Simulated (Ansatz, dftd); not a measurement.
System: CH₃OS, charge 0, doublet. CH3OS (SMILES [S](=O)C, doublet).
B3LYP-D3(BJ)/def2-TZVP minimum from Ansatz (a first-principles code):
```
C
H 1 1.0899
H 1 1.0899 2 110.00
H 1 1.0910 2 110.21 3 -121.71
S 1 1.8115 2 109.27 3 119.96
O 5 1.5012 1 106.32 2 -60.20
```
Charge 0, spin multiplicity 2.

Wanted: atomisation energy (electronic, to ground-state atoms), in kJ/mol. Open shells are spin-unrestricted; no spin-orbit coupling. Cores are frozen in correlated methods. Rows without X2C or -DK are non-relativistic. CBS(X,Y): correlation extrapolated as X^-3, Hartree-Fock from the larger set. A bracket is a step between two methods taken in the basis named. Functionals run without relativity, which enters their misses. Double hybrids freeze cores in their MP2 part. 'core' is core correlation in cc-pwCVTZ (1s frozen past Ne), 'X2C' scalar relativity in cc-pVTZ-DK, both at CCSD(T). For partners of very few electrons the exact lower level stands in for a higher one. The UHF reference of CH3OS (C[S]=O, doublet) is spin-contaminated (<S^2> up to 0.04 over the pure value in the sets run).

```
level                                                                                        program  atomisation energy (kJ/mol)  difference against the last row
------------------------------------------------------------------------------------  --------------  ---------------------------  -------------------------------
HF/cc-pV(Q+d)Z                                                                                Ansatz                       1377.0                           -675.8
PBE-D3(BJ)/def2-TZVPD                                                                 Ansatz + dftd3                       2136.3                             83.5
PBE-D4/def2-TZVPD                                                                     Ansatz + dftd4                       2135.6                             82.8
r2SCAN-D3(BJ)/def2-TZVPD                                                              Ansatz + dftd3                       2077.8                             25.0
B3LYP-D3(BJ)/def2-TZVPD                                                               Ansatz + dftd3                       2057.0                              4.2
PBE0-D3(BJ)/def2-TZVPD                                                                Ansatz + dftd3                       2062.8                             10.0
r2SCANh-D4/def2-TZVPD                                                                 Ansatz + dftd4                       2052.9                              0.1
r2SCANh/def2-TZVPD                                                                            Ansatz                       2050.9                             -1.9
B2PLYP-D3(BJ)/def2-TZVPD                                                              Ansatz + dftd3                       2031.4                            -21.4
B2GP-PLYP-D4/def2-TZVPD                                                               Ansatz + dftd4                       2014.3                            -38.5
CCSD(T)/CBS(cc-pV(T+d)Z,cc-pV(Q+d)Z) + core + X2C                                             Ansatz                       2048.4                             -4.4
CCSDT(Q)/cc-pV(D+d)Z                                                                          Ansatz                       1821.4                           -231.4
CCSD(T)/CBS(cc-pV(T+d)Z,cc-pV(Q+d)Z) + [CCSDT(Q) - CCSD(T)]/cc-pV(D+d)Z + core + X2C          Ansatz                       2052.8                              0.0
```
